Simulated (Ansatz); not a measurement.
Relaxation of CH6FPSi (10 atoms, charge 0, multiplicity 1), to a largest force component of 0.015 eV/Å in at most 40 steps.

These are results of RKS B3LYP/def2-mTZVP in Ansatz 0.2.0, not measurements.

```xyz
10
Properties=species:S:1:pos:R:3
C 0.046 1.234 0.077
Si -0.356 -0.406 0.730
F 0.505 -0.631 2.029
P 0.281 -1.918 -0.780
H -0.579 1.472 -0.859
H -0.260 2.067 0.795
H 1.084 1.402 -0.178
H -1.750 -0.540 1.063
H -0.397 -1.294 -1.851
H 1.508 -1.438 -1.024
```

Where does it end, and by what steps?

The run converged. After 12 steps the energy has fallen by 0.368 eV; H9 moved furthest, 0.30 Å.

```csv
step,energy less start (eV),largest force component (eV/Å),accepted
0,0.0000,2.913,yes
1,-0.2203,0.963,yes
2,-0.3473,0.439,yes
3,-0.3621,0.221,yes
4,-0.3655,0.040,yes
5,-0.3665,0.028,yes
6,-0.3671,0.023,yes
7,-0.3678,0.026,yes
8,-0.3681,0.051,yes
9,-0.3679,0.056,no
10,-0.3682,0.039,yes
11,-0.3683,0.024,yes
12,-0.3683,0.005,yes
```

```xyz
10
Properties=species:S:1:pos:R:3
C 0.040 1.361 0.102
Si -0.320 -0.385 0.670
F 0.473 -0.624 2.066
P 0.317 -2.056 -0.733
H -0.498 1.592 -0.820
H -0.269 2.085 0.859
H 1.105 1.509 -0.087
H -1.766 -0.563 0.947
H -0.491 -1.572 -1.804
H 1.493 -1.399 -1.196
```

Whether the end is a true minimum wasn't checked by a vibrational analysis.

The run took 40 s on 2 threads of Arm Neoverse V1, with other jobs on the host, peak memory 0.2 GiB.
